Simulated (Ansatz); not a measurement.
Cost and result for the atomization energy of C3H8BO (`[BH]OC(C)C`) radical (13 atoms, 12 bonds).

| atom | x (Å) | y (Å) | z (Å) |
| --- | --- | --- | --- |
| B1 | -0.1669 | 1.0315 | 2.1814 |
| O2 | 0.1512 | 0.1180 | 1.2824 |
| C3 | -0.1558 | 0.2389 | -0.1195 |
| C4 | 1.1481 | 0.2739 | -0.8815 |
| C5 | -1.0381 | -0.9251 | -0.5048 |
| H6 | 0.1087 | 0.8946 | 3.3427 |
| H7 | -0.6966 | 1.1817 | -0.2598 |
| H8 | 0.9557 | 0.3607 | -1.9529 |
| H9 | 1.7169 | -0.6419 | -0.7045 |
| H10 | 1.7561 | 1.1252 | -0.5702 |
| H11 | -0.5227 | -1.8706 | -0.3207 |
| H12 | -1.9643 | -0.9172 | 0.0727 |
| H13 | -1.2923 | -0.8697 | -1.5653 |

Charge 0, multiplicity 2. Geometry: relaxed with PBE0-D4/def2-TZVP. It is one conformer, not always the lowest. Program: Ansatz. Hardware: A = 2 threads of an AMD EPYC 7R13 on a shared host; B = 2 threads of an AMD EPYC 7R13 on a shared host and a share of an NVIDIA H100 80 GB. Times are those of one run each, without the atoms' runs, and a repeat can differ threefold. Electronic energies, without spin–orbit coupling; frozen cores. CCSD(T)/CBS adds CCSD(T) − MP2 in def2-TZVPP to the MP2 limit, and its time is that of the two runs behind it. T1 = 0.014; ⟨S²⟩ of the reference is 0.75. HSE06 is the plane-wave form, built on full-range PBE exchange.

CCSD(T)/CBS is a level of theory with its own doubt, some kJ/mol a heavy atom from the limit and from the frozen cores, so smaller differences don't rank the functionals.

| level | functions | wall time |
| --- | --- | --- |
| CCSD(T)/def2-SVP [B] | 110 | 1.9 s |
| MP2/def2-QZVPP [B] | 525 | 3 s |
| BLYP-D4/def2-TZVPP [A] | 267 | 4.9 s |
| HSE06-D4/def2-TZVPP [A] | 267 | 8 s |
| CCSD(T)/def2-TZVPP [B] | 267 | 8.5 s |
| CAM-B3LYP-D4/def2-TZVPP [A] | 267 | 8.5 s |
| B2PLYP/def2-TZVPP [A] | 267 | 11 s |
| CCSD(T)/CBS(def2) | – | 11 s |
| PBE-QIDH/def2-TZVPP [A] | 267 | 12 s |
| r2SCANh-D4/def2-TZVPP [A] | 267 | 13 s |
| ωB97X-V/def2-TZVPP [A] | 267 | 18 s |
| B97M-V/def2-TZVPP [A] | 267 | 19 s |
| ωB97M-V/def2-TZVPP (with forces) [A] | 267 | 22 s |

**Question.** What atomization energy does each give, and how far from CCSD(T)/CBS? (An estimate is asked.)

**Answer.** Ansatz gave: 
```csv
level,atomization (kcal/mol),difference from CCSD(T)/CBS,per bond
CCSD(T)/def2-SVP [B],1159.2,-43.8,-3.7
MP2/def2-QZVPP [B],1210.4,7.4,0.6
BLYP-D4/def2-TZVPP [A],1205.2,2.2,0.2
HSE06-D4/def2-TZVPP [A],1215.2,12.2,1.0
CCSD(T)/def2-TZVPP [B],1177.3,-25.7,-2.1
CAM-B3LYP-D4/def2-TZVPP [A],1215.5,12.5,1.0
B2PLYP/def2-TZVPP [A],1196.8,-6.2,-0.5
CCSD(T)/CBS(def2),1203.0,0.0,0.0
PBE-QIDH/def2-TZVPP [A],1204.2,1.2,0.1
r2SCANh-D4/def2-TZVPP [A],1208.5,5.5,0.5
ωB97X-V/def2-TZVPP [A],1206.7,3.7,0.3
B97M-V/def2-TZVPP [A],1208.5,5.5,0.5
ωB97M-V/def2-TZVPP (with forces) [A],1208.6,5.6,0.5
```

At CCSD(T), def2-SVP lies −43.8 kcal/mol from the extrapolated value and def2-TZVPP −25.7 kcal/mol: correlation converges slowly with the basis, and small sets miss more of it in the bonded molecule than in its fragments. The D4 term adds +8.5 kcal/mol with B3LYP and +4.5 kcal/mol with PBE0; it sums over pairs of atoms, weighted by their polarisabilities, and B3LYP, whose exchange is more repulsive, gets the larger term. Leaving LDA and LC-ωPBE aside and taking each functional with its dispersion term where it has one, the values, not all of them listed here, spread over 53.4 kcal/mol, from BHLYP-D4 to PBE-D4. LDA lies +149.8 kcal/mol from PBE without D4, its usual overbinding.

B3LYP here is the variant with VWN-RPA as its local correlation; programs differ in this.
